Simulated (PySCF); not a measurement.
This PySCF input asks for the NMR shieldings of `C(F)(F)(F)[SiH2]CN[SiH3]`, C₂H₈F₃NSi₂; the geometry comes from GFN2-xTB.

```python
import basis_set_exchange as bse
import numpy as np
from pyscf import gto, dft
from pyscf.prop import nmr

atoms = """
F     2.796456   -0.989918   -0.852861
C     2.352088   -0.233370    0.173175
F     3.447547    0.318251    0.730784
F     1.868709   -1.102824    1.087879
Si    1.030667    1.089306   -0.390587
C    -0.416380    0.058094   -1.101376
N    -1.085717   -0.785717   -0.133481
Si   -2.407776   -0.271011    0.837602
H     1.723850    1.887543   -1.397626
H     0.701850    1.811034    0.834437
H    -0.051481   -0.568660   -1.926282
H    -1.166356    0.727428   -1.526763
H    -0.476866   -1.498685    0.237551
H    -3.366371    0.311240   -0.104349
H    -2.080307    0.751310    1.846947
H    -2.877510   -1.495079    1.475990
"""
names = dict.fromkeys(["F", "C", "Si", "N", "H"], "pcSseg-1")
basis = {el: gto.basis.parse(bse.get_basis(n, elements=[el], fmt="nwchem")) for el, n in names.items()}
mol = gto.M(atom=atoms, basis=basis, charge=0, verbose=0)
mf = dft.RKS(mol, xc="PBE0")
mf.grids.level = 2
mf.grids.alignment = dft.numint.BLKSIZE   # the property module wants whole blocks of grid points
mf.conv_tol = 1e-9
mf.kernel()

calc = nmr.RKS(mf)   # GIAO
C = mf.mo_coeff
Co = C[:, mf.mo_occ > 0]
resp = mf.gen_response(singlet=True, hermi=2)
def vind(x):   # induced exchange potential for any number of trial vectors
    d = np.einsum("pi,xij,qj->xpq", C, 2 * x.reshape(-1, C.shape[1], Co.shape[1]), Co, optimize=True)
    return np.einsum("xpq,pi,qj->xij", resp(d - d.transpose(0, 2, 1)), C, Co, optimize=True).ravel()
mo1, _ = nmr.rhf.solve_mo1(calc, with_cphf=vind)
sigma = calc.kernel(mo1)
for i, s in enumerate(sigma):   # ppm
    w = np.linalg.eigvalsh((s + s.T) / 2)
    print("%2d %-2s iso %8.1f  s11 %8.1f  s22 %8.1f  s33 %8.1f" % (i, mol.atom_pure_symbol(i), w.mean(), *w))
```

**Question.** What does it print?

**Answer.** 
```
 0 F  iso    243.7  s11    141.8  s22    258.3  s33    331.1
 1 C  iso     46.0  s11     40.9  s22     42.8  s33     54.4
 2 F  iso    237.0  s11    136.7  s22    246.9  s33    327.3
 3 F  iso    242.1  s11    141.8  s22    255.3  s33    329.3
 4 Si iso    401.7  s11    371.5  s22    409.4  s33    424.1
 5 C  iso    155.2  s11    130.7  s22    144.6  s33    190.3
 6 N  iso    262.0  s11    223.5  s22    262.1  s33    300.3
 7 Si iso    403.9  s11    356.6  s22    378.0  s33    477.1
 8 H  iso     27.6  s11     23.8  s22     25.8  s33     33.2
 9 H  iso     27.5  s11     24.2  s22     26.2  s33     31.9
10 H  iso     28.1  s11     23.4  s22     26.7  s33     34.3
11 H  iso     29.0  s11     24.2  s22     28.7  s33     34.0
12 H  iso     31.6  s11     21.9  s22     31.2  s33     41.8
13 H  iso     27.2  s11     23.7  s22     25.7  s33     32.3
14 H  iso     26.9  s11     22.6  s22     25.9  s33     32.0
15 H  iso     27.1  s11     23.5  s22     25.1  s33     32.6
```

These numbers come from an equivalent density-fitted implementation of the same equations, which agrees with the script to about 0.01 ppm for H and up to a few tenths of a ppm for heavy atoms, so last digits may differ.

**Question.** Turn these shieldings into chemical shifts. Shifts are taken against calculated references (same method and geometry level): 19F (170.95 ppm) against CFCl3; 13C (186.93 ppm) and 29Si (349.16 ppm) and 1H (31.72 ppm) vs TMS; NH3 for 15N (267.73 ppm).

**Answer.** Averaging equivalent atoms: F 0/2/3: -70.0; C 1: 140.9; C 5: 31.7; Si 4: -52.5; Si 7: -54.8; N 6: 5.7; H 13/14/15: 4.67; H 8/9: 4.20; H 10/11: 3.17; H 12: 0.09 ppm. Unscaled 19F shifts against computed CFCl3 carry errors that often reach 10 to 50 ppm. Experimental scales use liquid or dissolved standards, which lie at an offset from isolated NH3 (liquid NH3: subtract about 20 ppm).

Size and cost of the density-fitted run: 190 basis functions, 53 s wall time on 1 thread of an Arm Neoverse N1, shared host; peak memory 0.84 GiB.
